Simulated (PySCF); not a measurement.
**Correlation energy of Zr⁺ (zirconium, charge +1)**

[Kr] 4d1 5s1 5p1, one real determinant (an excited configuration). All numbers are calculated (PySCF 2.14, scalar relativity by spin-free X2C-1e, in x2c-TZVPPall with one added diffuse shell each of s, p, d, f type (9s7p7d3f1g, 95 functions)). Frozen: [Ar] 3d10; 11 electrons correlated.

```
  level  correlation energy (mhartree)
   CCSD                        -238.68
    (T)                          -7.88
CCSD(T)                        -246.56
```

Diagnostics: T1 = 0.049, D1 = 0.2217, largest double amplitude 0.153.

**Question.** Is a single reference adequate?

**Answer.** Not fully. The real determinant used has ⟨L²⟩ near 8 against 12 for a pure F term, so it mixes terms. T1 exceeds 0.03, a sign that the reference determinant is poor. A double-excitation amplitude exceeds 0.15, a sign of near-degeneracy.

The reference is one real determinant that mixes LS terms of this configuration.

This basis was not built for core-valence correlation, so the inner-shell part is incomplete.
